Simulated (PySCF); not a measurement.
**SMILES C[C@@H]1OC=C1C(F)F, C5H6F2O**

Geometry:
```tsv
atom	x (Å)	y (Å)	z (Å)
C1	-1.350	-0.246	-1.223
C2	-0.949	0.171	0.173
O3	-0.942	1.616	0.367
C4	0.390	1.542	0.641
C5	0.529	0.217	0.499
C6	1.601	-0.792	0.592
F7	1.294	-1.765	1.495
F8	1.780	-1.447	-0.590
H9	-0.731	0.267	-1.955
H10	-1.211	-1.319	-1.330
H11	-2.393	0.004	-1.400
H12	-1.571	-0.297	0.938
H13	0.983	2.402	0.889
H14	2.568	-0.354	0.883
```

Method: GIAO PBE0/pcSseg-1 magnetisability, rotational g tensor and spin-rotation constants, non-relativistic, gas phase in PySCF. Geometry: GFN2-xTB.

(1) How diamagnetic is it, and how anisotropic?

(2) Split it along the inertial axes a, b, c into diamagnetic and paramagnetic parts about the centre of mass, with the quadrupole moment.

(3) And the rotational g tensor?

Answers

(1) Isotropic -1011 × 10⁻³⁰ J/T², or -60.9 × 10⁻⁶ cm³/mol; principal values -1075, -1010, -947 × 10⁻³⁰ J/T², anisotropy 111 × 10⁻³⁰ J/T² (root of half the summed squared differences of the principal values). The susceptibility is in cgs units.

(2) 
```csv
axis,χ (10⁻⁶ cm³/mol),diamagnetic (10⁻⁶ cm³/mol),paramagnetic (10⁻⁶ cm³/mol),summed x² of all electrons (Å²),quadrupole Θ (D Å)
a,-59.8,-441.6,381.8,161.5,-8.62
b,-62.0,-832.3,770.3,69.4,+6.82
c,-60.8,-979.7,918.9,34.7,+1.80
```
Anisotropies 2χaa − χbb − χcc = +3.1 and 2χbb − χaa − χcc = -3.4 × 10⁻⁶ cm³/mol. Θ is traceless in Buckingham's convention.

(3) 
```csv
axis,rotational constant (GHz),g,nuclear part,electronic part
a,3.3932,-0.0264,0.5822,-0.6086
b,1.4859,-0.0164,0.5213,-0.5377
c,1.2725,-0.0130,0.5363,-0.5493
```
Asymmetric top; isotopes 12C, 19F, 1H, 16O; no vibrational averaging.
